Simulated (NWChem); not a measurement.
System: C2H4FNOSi; SMILES F[Si@@H]1COC=N1

NWChem input:

```
start job
memory heap 200 mb stack 900 mb global 1100 mb
geometry units angstroms noautoz
  F      0.038781     2.001904    -0.642036
  Si    -0.030026     0.792924     0.437945
  C      1.289838    -0.534914     0.098744
  O      0.497793    -1.667455    -0.300491
  C     -0.821734    -1.415605    -0.232246
  N     -1.338993    -0.309538     0.121641
  H     -0.037214     1.434709     1.772541
  H      1.883542    -0.827394     0.979149
  H      1.987211    -0.295680    -0.718753
  H     -1.397074    -2.306275    -0.526758
end
basis spherical
  * library 6-311g**
end
dft
  xc pbe0
  iterations 150
  mulliken
end
task dft energy
```

NWChem printed, in part:

```
             Northwest Computational Chemistry Package (NWChem) 7.3.0
             --------------------------------------------------------

 C1  symmetry detected

                             Geometry "geometry" -> ""
                             -------------------------

 Output coordinates in angstroms (scale by  1.889725989 to convert to a.u.)

  No.       Tag          Charge          X              Y              Z
 ---- ---------------- ---------- -------------- -------------- --------------
    1 F                    9.0000     0.04926456     2.00602686    -0.62434314
    2 Si                  14.0000    -0.03378357     0.79271855     0.44976671
    3 C                    6.0000     1.29288490    -0.53193846     0.12497967
    4 O                    8.0000     0.50848478    -1.66400336    -0.29037381
    5 C                    6.0000    -0.81227225    -1.41425999    -0.24071066
    6 N                    7.0000    -1.33632075    -0.31031280     0.10979022
    7 H                    1.0000    -0.06167511     1.42924458     1.78660731
    8 H                    1.0000     1.87390268    -0.82704865     1.01293815
    9 H                    1.0000     2.00194617    -0.28852424    -0.68114997
   10 H                    1.0000    -1.38189366    -2.30456584    -0.54719626

 Effective nuclear repulsion energy (a.u.)     304.5308154252

                                 NWChem DFT Module
                                 -----------------

 Summary of "ao basis" -> "ao basis" (spherical)
 ------------------------------------------------------------------------------
       Tag                 Description            Shells   Functions and Types
 ---------------- ------------------------------  ------  ---------------------
 F                          6-311g**                 8       18   4s3p1d
 Si                         6-311g**                12       26   6s5p1d
 C                          6-311g**                 8       18   4s3p1d
 O                          6-311g**                 8       18   4s3p1d
 N                          6-311g**                 8       18   4s3p1d
 H                          6-311g**                 4        6   3s1p

            General Information
            -------------------
          SCF calculation type: DFT
          Wavefunction type:  closed shell.
          No. of atoms     :    10
          No. of electrons :    54
           Alpha electrons :    27
            Beta electrons :    27
          Charge           :     0
          Spin multiplicity:     1
          Use of symmetry is: off; symmetry adaption is: off
          Maximum number of iterations: 150
          AO basis - number of functions:   140
                     number of shells:    68
          Convergence on energy requested:  1.00D-06
          Convergence on density requested:  1.00D-05
          Convergence on gradient requested:  5.00D-04

              XC Information
              --------------
                         PBE0 Method XC Functional
                     Hartree-Fock (Exact) Exchange  0.250
          PerdewBurkeErnzerhof Exchange Functional  0.750
            Perdew 1991 LDA Correlation Functional  1.000 local
           PerdewBurkeErnz. Correlation Functional  1.000 non-local

             Grid Information
             ----------------
          Grid used for XC integration:  medium
          Radial quadrature: Mura-Knowles
          Angular quadrature: Lebedev.
          Tag              B.-S. Rad. Rad. Pts. Rad. Cut. Ang. Pts.
          ---              ---------- --------- --------- ---------
          F                   0.50       49          12.0       434
          Si                  1.10       88          11.0       590
          C                   0.70       49          10.0       434
          O                   0.60       49          11.0       434
          N                   0.65       49          10.0       434
          H                   0.35       45          12.0       434
          Grid pruning is: on
          Number of quadrature shells:   513
          Spatial weights used:  Erf1

      Superposition of Atomic Density Guess
      -------------------------------------

 Sum of atomic energies:        -594.66101670

      Non-variational initial energy
      ------------------------------

 Total energy =    -597.411103
 1-e energy   =   -1425.544521
 2-e energy   =     523.602602
 HOMO         =      -0.337488
 LUMO         =       0.018973

     ---------------------------------------------
      Total Density - Mulliken Population Analysis
     ---------------------------------------------

    Atom       Charge   Shell Charges
 -----------   ------   -------------------------------------------------------
    1 F    9     9.62   1.08  0.92  1.21  1.10  2.54  0.86  1.90  0.00
    2 Si  14    12.67   0.79  1.18  0.97  1.02  0.77  0.30  1.95  3.95  0.50  0.89  0.14  0.22
    3 C    6     6.33   1.10  0.89  0.53  0.79  1.48  0.52  0.95  0.06
    4 O    8     8.44   1.08  0.91  0.95  1.02  2.15  0.77  1.54  0.01
    5 C    6     5.38   1.10  0.89  0.45  0.79  1.17  0.36  0.50  0.13
    6 N    7     7.94   1.09  0.90  0.80  0.95  1.95  0.78  1.44  0.02
    7 H    1     1.13   0.23  0.56  0.33  0.01
    8 H    1     0.82   0.24  0.44  0.12  0.02
    9 H    1     0.82   0.24  0.44  0.12  0.02
   10 H    1     0.85   0.24  0.46  0.13  0.02

   convergence    iter        energy       DeltaE   RMS-Dens  Diis-err
 ---------------- ----- ----------------- --------- --------- ---------
 d= 0,ls=0.0,diis     1   -597.4942481068 -9.02D+02  9.16D-03  1.51D+00
 d= 0,ls=0.0,diis     2   -597.3833119384  1.11D-01  6.05D-03  2.54D+00
 d= 0,ls=0.0,diis     3   -597.6162828788 -2.33D-01  1.89D-03  1.30D-01
 d= 0,ls=0.0,diis     4   -597.6225445200 -6.26D-03  8.31D-04  7.58D-02
 d= 0,ls=0.0,diis     5   -597.6295419060 -7.00D-03  1.25D-04  8.17D-04
  Resetting Diis
 d= 0,ls=0.0,diis     6   -597.6296076470 -6.57D-05  3.56D-05  6.81D-05
 d= 0,ls=0.0,diis     7   -597.6296127521 -5.11D-06  2.09D-05  8.86D-06
 d= 0,ls=0.0,diis     8   -597.6296117954  9.57D-07  1.28D-05  2.07D-05
 d= 0,ls=0.0,diis     9   -597.6296135012 -1.71D-06  1.06D-06  5.79D-08
 d= 0,ls=0.0,diis    10   -597.6296135058 -4.67D-09  5.12D-07  1.77D-08

         Total DFT energy =     -597.629613505828
      One electron energy =    -1429.252657384612
           Coulomb energy =      586.006374848962
    Exchange-Corr. energy =      -58.914146395362
 Nuclear repulsion energy =      304.530815425183

 Numeric. integr. density =       54.000001333629

                       DFT Final Molecular Orbital Analysis
                       ------------------------------------

 Vector   25  Occ=2.000000D+00  E=-3.401563D-01
              MO Center=  5.0D-01, -2.2D-01,  2.2D-01, r^2= 3.2D+00
   Bfn.  Coefficient  Atom+Function         Bfn.  Coefficient  Atom+Function
  ----- ------------  ---------------      ----- ------------  ---------------
    74      0.224827   4 O  py               70      0.217591   4 O  py
    52     -0.192373   3 C  py               54     -0.171253   3 C  s
   118      0.149700   7 H  s                66      0.148832   4 O  py
   119      0.145583   7 H  s                55      0.142475   3 C  px
    51      0.134111   3 C  px               35      0.126063   2 Si py

 Vector   26  Occ=2.000000D+00  E=-3.065046D-01
              MO Center= -3.0D-01, -7.8D-01, -5.5D-05, r^2= 2.7D+00
   Bfn.  Coefficient  Atom+Function         Bfn.  Coefficient  Atom+Function
  ----- ------------  ---------------      ----- ------------  ---------------
    75      0.306896   4 O  pz               71      0.279980   4 O  pz
   111     -0.265032   6 N  pz              107     -0.256049   6 N  pz
    67      0.191622   4 O  pz              103     -0.168364   6 N  pz
    89     -0.098097   5 C  pz              130      0.095770   9 H  s
    74     -0.087915   4 O  py              124     -0.086919   8 H  s

 Vector   27  Occ=2.000000D+00  E=-2.959493D-01
              MO Center= -1.0D+00, -4.4D-01,  6.0D-02, r^2= 2.1D+00
   Bfn.  Coefficient  Atom+Function         Bfn.  Coefficient  Atom+Function
  ----- ------------  ---------------      ----- ------------  ---------------
   105      0.339441   6 N  px              109      0.331858   6 N  px
   101      0.227814   6 N  px              108     -0.187664   6 N  s
   104     -0.167674   6 N  s                72     -0.136956   4 O  s
    56     -0.128907   3 C  py               54     -0.116816   3 C  s
    34     -0.113618   2 Si px              136      0.113678  10 H  s

 Vector   28  Occ=0.000000D+00  E=-1.505388D-02
              MO Center= -5.1D-01, -6.6D-01,  1.4D-02, r^2= 3.5D+00
   Bfn.  Coefficient  Atom+Function         Bfn.  Coefficient  Atom+Function
  ----- ------------  ---------------      ----- ------------  ---------------
    93      0.544854   5 C  pz               89      0.331345   5 C  pz
    38      0.303659   2 Si py              111     -0.283677   6 N  pz
   125      0.268193   8 H  s                39     -0.256803   2 Si pz
   131     -0.219993   9 H  s                10     -0.215146   1 F  s
    75     -0.210608   4 O  pz               85      0.203572   5 C  pz

 Vector   29  Occ=0.000000D+00  E= 3.298733D-02
              MO Center=  5.0D-01,  6.2D-01,  4.9D-01, r^2= 4.7D+00
   Bfn.  Coefficient  Atom+Function         Bfn.  Coefficient  Atom+Function
  ----- ------------  ---------------      ----- ------------  ---------------
    37      0.770683   2 Si px               54     -0.539570   3 C  s
    38      0.513335   2 Si py              119     -0.464680   7 H  s
    72      0.387374   4 O  s                55      0.366739   3 C  px
    24      0.344653   2 Si s                92      0.301466   5 C  py
    90      0.290754   5 C  s                34      0.244454   2 Si px

 Vector   30  Occ=0.000000D+00  E= 4.590912D-02
              MO Center=  1.3D-01,  3.6D-01,  6.6D-01, r^2= 6.2D+00
   Bfn.  Coefficient  Atom+Function         Bfn.  Coefficient  Atom+Function
  ----- ------------  ---------------      ----- ------------  ---------------
    54      1.302861   3 C  s                38      0.797210   2 Si py
    37     -0.493211   2 Si px              125     -0.417683   8 H  s
   131     -0.386616   9 H  s                90      0.383566   5 C  s
   137     -0.267167  10 H  s                10     -0.254606   1 F  s
    24     -0.253364   2 Si s                35      0.247208   2 Si py

     ---------------------------------------------
      Total Density - Mulliken Population Analysis
     ---------------------------------------------

    Atom       Charge   Shell Charges
 -----------   ------   -------------------------------------------------------
    1 F    9     9.41   1.08  0.92  1.17  1.08  2.35  0.90  1.91  0.00
    2 Si  14    12.94   0.79  1.18  0.95  1.04  0.83  0.17  1.97  3.90  0.65  1.05  0.11  0.31
    3 C    6     6.40   1.10  0.89  0.61  0.75  1.55  0.52  0.90  0.07
    4 O    8     8.27   1.08  0.91  0.96  1.01  2.05  0.80  1.44  0.02
    5 C    6     5.78   1.10  0.89  0.60  0.79  1.41  0.29  0.54  0.15
    6 N    7     7.54   1.10  0.90  0.76  0.89  1.74  0.82  1.31  0.03
    7 H    1     1.14   0.25  0.59  0.29  0.01
    8 H    1     0.83   0.27  0.47  0.08  0.02
    9 H    1     0.83   0.27  0.46  0.07  0.02
   10 H    1     0.86   0.27  0.50  0.07  0.02

     -------------------------------------------
      Total Density - Lowdin Population Analysis
     -------------------------------------------

    Atom       Charge   Shell Charges
 -----------   ------   -------------------------------------------------------
    1 F    9     9.25   1.03  0.96  1.18  1.01  2.35  0.79  1.93  0.00
    2 Si  14    13.25   0.90  1.08  0.94  1.01  0.53  0.34  2.16  3.53  0.83  1.06  0.44  0.44
    3 C    6     6.16   1.05  0.92  0.60  0.53  1.48  0.36  1.06  0.15
    4 O    8     7.97   1.03  0.95  0.96  0.86  2.02  0.57  1.55  0.03
    5 C    6     6.01   1.05  0.92  0.59  0.53  1.38  0.31  0.90  0.33
    6 N    7     7.27   1.04  0.94  0.75  0.72  1.74  0.55  1.48  0.05
    7 H    1     1.16   0.26  0.54  0.33  0.03
    8 H    1     0.98   0.27  0.45  0.19  0.07
    9 H    1     0.98   0.27  0.45  0.19  0.07
   10 H    1     0.99   0.27  0.46  0.19  0.07

     Multipole analysis of the density
     ---------------------------------

     L   x y z        total         alpha         beta         nuclear
     -   - - -        -----         -----         ----         -------
     0   0 0 0     -0.000000    -27.000000    -27.000000     54.000000

     1   1 0 0      0.759330      0.379665      0.379665     -0.000000
     1   0 1 0     -0.509353     -0.254677     -0.254677      0.000000
     1   0 0 1      0.407832      0.203916      0.203916      0.000000

     2   2 0 0    -30.741156    -83.269557    -83.269557    135.797959
     2   1 1 0      1.744797      0.187554      0.187554      1.369690
     2   1 0 1      1.033513     -0.599885     -0.599885      2.233284
     2   0 2 0    -32.013922   -176.097427   -176.097427    320.180932
     2   0 1 1      1.590130     -3.067895     -3.067895      7.725919
     2   0 0 2    -29.994548    -37.355674    -37.355674     44.716799
```

Level: PBE0/6-311G** (spherical d). Geometry: optimised at PBE0/def2-SVP.
